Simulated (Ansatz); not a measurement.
Task: Predict a relaxed structure of Sn(NMeEt)H3 (C3H11NSn), charge 0, singlet, at r2SCAN-D4/def2-SVP (Ansatz).

Result: 
```
atom    x (Å)    y (Å)    z (Å)
 Sn1   1.1223   1.7057  -0.6242
  N2  -0.0080  -0.0065  -0.7232
  C3  -1.4343   0.1328  -0.9268
  C4   0.3825  -1.1460   0.0877
  C5   0.0155  -1.0792   1.5727
  H6  -1.8517  -0.8111  -1.3315
  H7  -2.0246   0.3806  -0.0166
  H8  -1.6415   0.9199  -1.6717
  H9  -0.0783  -2.0542  -0.3555
 H10   1.4750  -1.2878  -0.0090
 H11   0.3390  -1.9911   2.1011
 H12   0.4996  -0.2170   2.0631
 H13  -1.0720  -0.9795   1.7194
 H14   0.8010   2.6875   0.7594
 H15   0.7294   2.5809  -2.0429
 H16   2.7462   1.1650  -0.6020
```
 This is one stationary point.

In the def2 sets Sn takes a core potential; there is no spin–orbit coupling.
